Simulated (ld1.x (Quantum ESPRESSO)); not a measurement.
# What one change does to a pseudopotential (manganese (Mn), TM)

```
Element                 : manganese
Generator               : ld1.x (Quantum ESPRESSO) 7.5
Type                    : norm-conserving Troullier–Martins (Kleinman–Bylander form)
Functional              : PBE
Relativity              : fully relativistic
Frozen core             : [Ar]
Valence charge          : 7
Reference configuration : 3d5 4s2 4p0
Partial waves           : 4p (bound, empty): rc 3.30 bohr; 3d (bound): rc 2.05 bohr; 4s (bound): rc 1.90 bohr
Local potential         : the s channel
Core correction         : none
```

Open shells are filled in proportion to 2j + 1 (rel_dist='average').

All-electron outer shells of the reference configuration (PBE, scalar-relativistic, ld1.x):

```
shell  level (eV)  outermost node (bohr)  outermost maximum (bohr)
   3s      -85.88                   0.34                      0.74
   3p      -54.59                   0.31                      0.75
   3d       -6.77                      –                      0.76
   4s       -5.11                   1.05                      2.51
   4p       -1.37                   1.16                      3.43
```

Change: wave 4s (bound): rc 1.90 bohr becomes 4s (bound): rc 2.60 bohr.

Cutoffs: the cutoffs (Ry, on a coarse ladder) from which the occupation-weighted sum of valence levels, in a spherical-Bessel basis at the reference potential, stays within 10 and 1 mRy of its value at 400 Ry; they do not see the model core or the augmentation charge, which bear on the density cutoff. Errors are all-electron minus pseudo energies relative to the spin-unpolarised reference configuration.

Q: What does the change do?

A: The potential gets neither clearly harder nor softer (70 Ry and 110 Ry → 70 Ry and 110 Ry); the d channel sets the loose cutoff, while the largest relative change is in s, which becomes softer; of the 7 tests that both files solve, the error grows in 2 and shrinks in 1 by more than 15 % and 0.3 meV (median size 108.9 → 109.2 meV); the range in which the p3/2 phases agree narrows (upper end at the end of the scan → 2.1); neither file shows a bound ghost.

| quantity | base | changed |
| --- | --- | --- |
| cutoff, loose | 70 Ry | 70 Ry |
| cutoff, tight | 110 Ry | 110 Ry |
| loose cutoff by channel (10 mRy a level) | d 55 Ry, s 12 Ry | d 55 Ry, s 6 Ry |
| bound ghosts | none | none |
| error for 3d5 4s1 4p0, meV [ΔE 8.42 eV] | +12 | +11 |
| error for 3d5 4s0 4p0, meV [ΔE 24.01 eV] | +118 | +109 |
| error for 3d4 4s0 4p0, meV [ΔE 56.53 eV] | -28 | -35 |
| error for 3d6 4s1 4p0, meV [ΔE -0.36 eV] | -113 | -123 |
| error for 3d5 4s1 4p1, meV [ΔE 3.86 eV] | +5.8 | +4.7 |
| error for 3d4 4s2 4p1, meV [ΔE 7.80 eV] | -134 | -153 |
| error for 3d6 4s0 4p0, meV [ΔE 6.81 eV] | -109 | -126 |
| s: phases at 3.58 bohr within 0.05 rad from the reference energy up to (Ry; the scan ends near 5) | 1.2 | 1.2 |
| p1/2: phases at 3.58 bohr within 0.05 rad from the reference energy up to (Ry; the scan ends near 5) | 2.3 | 2.2 |
| p3/2: phases at 3.58 bohr within 0.05 rad from the reference energy up to (Ry; the scan ends near 5) | to the end of the scan | 2.1 |
| d3/2: phases at 3.58 bohr within 0.05 rad from the reference energy up to (Ry; the scan ends near 5) | 0.3 | 0.3 |
| d5/2: phases at 3.58 bohr within 0.05 rad from the reference energy up to (Ry; the scan ends near 5) | 0.3 | 0.3 |
